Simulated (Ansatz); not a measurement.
Isolated molecules relaxed with PBE0-D4/def2-TZVP in Ansatz; ΔE leaves out vibrations. CBS: MP2 limit from def2 TZ/QZ plus the TZ coupled-cluster correction, frozen cores. This one scheme is used for every species. Functionals use def2-TZVPP. For Ga outer-core shells are correlated without core-valence functions, which leaves a few kJ/mol of doubt a bond. Scalar relativity is left out up to krypton. One conformer a species, not always the lowest.

Consider the cleavage of the P–Si bond: `P[SiH2][GaH2]` + `[OH][AlH2]` → `[AlH2][O]P` + `[SiH3][GaH2]`.

CCSD(T)/CBS gives +35.3 kJ/mol.

Problem. Another level gave +46.0 kJ/mol. Which?
A. revPBE-D4/def2-TZVPP
B. SCS-MP2/def2-TZVPP
C. CAM-B3LYP/def2-TZVPP
D. r2SCAN0-D4/def2-TZVPP

Solution. A. revPBE-D4 46.0, r2SCAN0-D4 36.7, SCS-MP2/def2-TZVPP 27.0, CAM-B3LYP 18.4 kJ/mol.

Largest T1 diagnostic among the species: 0.014.

From BLYP to BHLYP (50 % exact exchange), in def2-TZVPP and without D4, ΔE moves by −7.8 kJ/mol. Leaving LDA and LC-ωPBE aside and taking each functional with its dispersion term where it has one, the values, not all of them listed here, spread over 25.0 kJ/mol, from CAM-B3LYP-D4 to revPBE-D4. In def2-TZVPP, CCSD(T) changes the Hartree–Fock value by +30.2 kJ/mol (the triples alone add +4.5 kJ/mol) and MP2 by +34.2 kJ/mol.
